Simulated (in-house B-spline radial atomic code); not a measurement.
The numbers below are computed, except where a source is named.
# Stopping of slow ions oscillates with Z: B to Ca at r_s = 1.8

A nucleus sits in a uniform electron gas with a rigid positive background. The Kohn-Sham equations are solved self-consistently in the spin-unpolarised LDA (PW92), non-relativistic, on B-splines with outgoing waves at the boundary and partial waves to l = 8. The model has no lattice, no bands and no magnetic solution. Atomic units; δ_l are the phase shifts at the Fermi level, counted so that each bound state adds π, and good to about 0.0005.

The density parameter is r_s = 1.8 bohr. The friction coefficient Q = n k_F σ_tr gives dE/dx = Q v for slow ions. Some elements are left out of the table, so an extreme may lie at one of them.

```json
{"ion": "B", "δ0/π": "1.152", "δ1/π": "0.372", "δ2/π": "0.033", "δ3/π": "0.007", "σ_tr (bohr²)": "21.72", "Q (a.u.)": "0.9479"}
{"ion": "C", "δ0/π": "1.289", "δ1/π": "0.487", "δ2/π": "0.035", "δ3/π": "0.008", "σ_tr (bohr²)": "25.63", "Q (a.u.)": "1.1186"}
{"ion": "N", "δ0/π": "1.405", "δ1/π": "0.605", "δ2/π": "0.039", "δ3/π": "0.009", "σ_tr (bohr²)": "25.28", "Q (a.u.)": "1.1032"}
{"ion": "O", "δ0/π": "1.508", "δ1/π": "0.719", "δ2/π": "0.047", "δ3/π": "0.011", "σ_tr (bohr²)": "20.91", "Q (a.u.)": "0.9128"}
{"ion": "F", "δ0/π": "1.606", "δ1/π": "0.825", "δ2/π": "0.060", "δ3/π": "0.013", "σ_tr (bohr²)": "15.20", "Q (a.u.)": "0.6633"}
{"ion": "Ne", "δ0/π": "1.707", "δ1/π": "0.925", "δ2/π": "0.076", "δ3/π": "0.014", "σ_tr (bohr²)": "10.35", "Q (a.u.)": "0.4515"}
{"ion": "Mg", "δ0/π": "1.922", "δ1/π": "1.117", "δ2/π": "0.113", "δ3/π": "0.017", "σ_tr (bohr²)": "6.69", "Q (a.u.)": "0.2918"}
{"ion": "Al", "δ0/π": "2.030", "δ1/π": "1.216", "δ2/π": "0.131", "δ3/π": "0.018", "σ_tr (bohr²)": "9.02", "Q (a.u.)": "0.3938"}
{"ion": "Si", "δ0/π": "2.132", "δ1/π": "1.317", "δ2/π": "0.148", "δ3/π": "0.018", "σ_tr (bohr²)": "14.31", "Q (a.u.)": "0.6246"}
{"ion": "P", "δ0/π": "2.226", "δ1/π": "1.418", "δ2/π": "0.167", "δ3/π": "0.019", "σ_tr (bohr²)": "21.43", "Q (a.u.)": "0.9352"}
{"ion": "S", "δ0/π": "2.312", "δ1/π": "1.515", "δ2/π": "0.190", "δ3/π": "0.020", "σ_tr (bohr²)": "28.67", "Q (a.u.)": "1.2515"}
{"ion": "Cl", "δ0/π": "2.391", "δ1/π": "1.604", "δ2/π": "0.220", "δ3/π": "0.021", "σ_tr (bohr²)": "35.08", "Q (a.u.)": "1.5311"}
{"ion": "Ar", "δ0/π": "2.463", "δ1/π": "1.683", "δ2/π": "0.259", "δ3/π": "0.020", "σ_tr (bohr²)": "40.86", "Q (a.u.)": "1.7832"}
{"ion": "K", "δ0/π": "2.528", "δ1/π": "1.750", "δ2/π": "0.308", "δ3/π": "0.019", "σ_tr (bohr²)": "46.60", "Q (a.u.)": "2.0339"}
{"ion": "Ca", "δ0/π": "2.584", "δ1/π": "1.805", "δ2/π": "0.366", "δ3/π": "0.018", "σ_tr (bohr²)": "52.13", "Q (a.u.)": "2.2752"}
```

Where are the largest and smallest frictions, and what do the phase shifts say there?

Largest: Ca, Q = 2.2752; smallest: Mg, Q = 0.2918, a ratio of 7.8. For the largest δ2/π = 0.37; it lies at the edge of the table, which can't show whether it is a peak. For the smallest the differences δ_l − δ_(l+1), measured from the nearest multiple of π, are 0.20π, 0.00π, 0.10π; σ_tr grows with the sines of these.

At equal speed, Lindhard and Scharff's formula, with silicon as an example target, scales as Z^(7/6)/(Z^(2/3) + 14^(2/3))^(3/2). How does its rise from the first ion to the last compare?

It rises smoothly by 0.6889/0.2534 = 2.72, while Q changes by 2.275/0.948 = 2.40. The statistical formula averages over shells, so it can't show the oscillation.
